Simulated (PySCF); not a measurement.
**Excitation energy of Cr⁺ by level of theory**

Cr⁺ [Ar] 3d5 (6S) → Cr⁺ [Ar] 3d4 4s1 (6D), as a difference of total energies. Calculation: PySCF 2.14, in aug-cc-pVQZ-DK (9s8p6d4f3g2h, 140 functions); scalar relativity by spin-free X2C-1e. Correlated levels: valence: [Ar] frozen. The calculations carry no spin-orbit coupling.

| method | excitation energy (cm⁻¹) | error (cm⁻¹) |
| --- | --- | --- |
| UHF | 5942.9 | -6335 |
| LDA | 13866 | +1588 |
| PBE | 12606 | +328 |
| PBE0 | 12109 | -168 |
| r2SCAN | 11313 | -965 |
| BP86 | 12231 | -47 |
| PW91 | 12651 | +373 |
| BLYP | 11467 | -811 |
| MP2 (valence) | 11089 | -1189 |
| SCS-MP2 (valence) | 7658.4 | -4619 |

Reference: 12278 cm⁻¹ (measured; NIST levels, between the centres of gravity of the two terms).
